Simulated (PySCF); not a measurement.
Correlation energy of Xe⁺ (xenon, charge +1)

[Kr] 4d10 5s2 5p4 6s1, high-spin 4P determinant (an excited configuration). All numbers are calculated (PySCF 2.14, scalar relativity by spin-free X2C-1e, in aug-cc-pVQZ-DK3). Frozen: [Kr] 4d10; 7 electrons correlated.

MP2 pair energies summed by pair of shells (mhartree):

| pair | energy | share (%) |
| --- | --- | --- |
| 5s-5p | -46.62 | 39.4 |
| 5p-5p | -46.22 | 39.1 |
| 5p-6s | -13.37 | 11.3 |
| 5s-5s | -7.67 | 6.5 |
| 5s-6s | -4.34 | 3.7 |

Total MP2 correlation energy: -118.23 mhartree.

Same-spin part -30.75 and opposite-spin part -87.48 mhartree; SCS-MP2 scales them by 1/3 and 6/5 to -115.22 mhartree.
